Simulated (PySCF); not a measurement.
## Where the electron goes

Compound: SnHMe3, C₃H₁₀Sn.
Structure used (PBE0-D3(BJ)/def2-SVP), in Å, numbered top down from 1:
```xyz
14
C3H10Sn angstrom
Sn     0.002   -0.003    0.575
H      0.021   -0.002    2.300
C      2.029   -0.013   -0.158
H      2.585    0.849    0.237
H      2.030    0.041   -1.257
H      2.544   -0.935    0.149
C     -1.009    1.764   -0.134
H     -2.054    1.773    0.209
H     -0.999    1.785   -1.233
H     -0.509    2.669    0.240
C     -1.029   -1.760   -0.127
H     -2.071   -1.760    0.223
H     -0.534   -2.668    0.245
H     -1.027   -1.784   -1.227
```

Level of theory: TDDFT B3LYP/def2-SVPD, vertical, gas phase, core orbitals frozen in the response, def2 core potentials past Kr in PySCF 2.14.0, density-fitted response routines. Spin–orbit coupling is left out.

Frontier orbitals with the atoms that hold most of them (Löwdin shares over 4%, at most four atoms; ? is withheld):

```json
{"orbital": "HOMO-3", "ε (eV)": "-10.64", "atoms": "C11 18%, C3 18%, C7 18%, H6 8%"}
{"orbital": "HOMO-2", "ε (eV)": "-8.03", "atoms": "H2 36%, Sn1 32%, C7 8%, C11 8%"}
{"orbital": "HOMO-1", "ε (eV)": "-7.66", "atoms": "C11 32%, C7 21%, Sn1 21%, H13 5%"}
{"orbital": "HOMO", "ε (eV)": "-7.65", "atoms": "C3 34%, Sn1 21%, C7 17%, C11 6%"}
{"orbital": "LUMO", "ε (eV)": "0.06", "atoms": "?"}
{"orbital": "LUMO+1", "ε (eV)": "0.54", "atoms": "Sn1 23%, C3 16%, C7 12%, H2 10%"}
{"orbital": "LUMO+2", "ε (eV)": "0.54", "atoms": "Sn1 23%, C11 18%, H2 10%, C7 9%"}
```

Question: Give the leading atoms of the LUMO.

Answer: Sn1 (bonded to 3 C and H) 36%; C7 (bonded to Sn and 3 H) 8%; C11 (bonded to Sn and 3 H) 8%; C3 (bonded to Sn and 3 H) 8%. By element: tin 36%, carbon 24%.

Within 0.005 eV of a neighbour in this list lie HOMO-1/HOMO and LUMO+1/LUMO+2.

Question: How does S1 compare with the orbital gap of 7.72 eV?

Answer: S1 is at 6.87 eV (f = 0.060), 0.84 eV below the gap, made of HOMO-1/HOMO→LUMO (98%). S1/S2 lie within about 0.01 eV of each other. Without the coupling terms of the response equations the lowest excitation would equal the gap.

Next come S2 at 6.88 eV (f 0.061), HOMO-1/HOMO→LUMO (98%); S3 at 7.28 eV (f 0.0000), HOMO-1/HOMO→LUMO+1/LUMO+2 (≥95%); S4 at 7.32 eV (f 0.0001), HOMO-2→LUMO (94%); S5 at 7.36 eV (f 0.030), HOMO-1/HOMO→LUMO+1/LUMO+2 (≥85%).

Orbitals of the list HOMO-3 to LUMO+2 that lie within 0.01 eV of each other are written together with a slash and their weights summed (≥ marks a lower bound); for degenerate orbitals outside that list single weights are arbitrary.

Löwdin shares depend on the basis, the more so with diffuse functions.
